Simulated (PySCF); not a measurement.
Gas-phase equilibrium of 1 mol N₂O, 9.3 mol N₂ at 1600 K and 0.00100 bar, among 8 species (O₂, N₂, O, NO, O₃, N, N₂O, NO₂). Only gases are allowed; each row takes one source of thermochemistry for all species, and Cantera finds the minimum.

Method: PySCF energies (xtb for GFN2) plus ideal-gas RRHO corrections (1 bar). 'Table' is the NASA 1993 thermochemical table (part measured, part estimated). † marks an energy on the PBE0/def2-TZVP geometry and frequencies; other levels use their own. MP2 and CCSD(T) freeze the core. Open shells (unrestricted) among the columns below: O₂ (multiplicity 3), O (multiplicity 3, electronic degeneracy 9), NO (multiplicity 2, electronic degeneracy 4), NO₂ (multiplicity 2); the rest are closed-shell singlets. GFN2 has no spin-polarisation term. Spin-orbit splitting is ignored; it lowers the true energy and changes the entropy of O, NO. MP2 isn't extrapolated to the basis-set limit. CCSD(T) isn't extrapolated to the basis-set limit. The harmonic model lacks anharmonicity and excited electronic states, which grow with temperature; levels with a mode under 35 cm⁻¹ are left out.

Molecules larger than those listed are left out. Table species left out: NO3.

Mole fractions:

```csv
thermochemistry,x N₂,x N₂O,x O₂,x NO,x O,x NO₂
table,0.95,2.1e-9,0.046,0.00099,9.8e-5,5.9e-8
CCSD(T)/def2-TZVPP†,0.95,9.1e-10,0.046,0.0010,0.00032,2.6e-8
GFN2-xTB,0.90,0.097,<1e-12,5.9e-7,<1e-12,3.3e-8
MP2/def2-SVP†,0.95,5.4e-9,0.046,0.00043,0.00012,5.8e-8
MP2/def2-TZVPP†,0.95,9.6e-9,0.046,0.00042,5.2e-5,1.1e-7
r2SCAN/def2-TZVP†,0.95,2.5e-8,0.046,0.00081,2.6e-5,3.7e-7
ωB97M-V/def2-TZVP†,0.95,9.7e-10,0.046,0.00098,7.1e-5,3.4e-8
```
The most sensitive of these is O₂: it spans a factor of 10^10.7 over these rows; at this temperature one factor of ten is RT ln 10 = 31 kJ/mol.
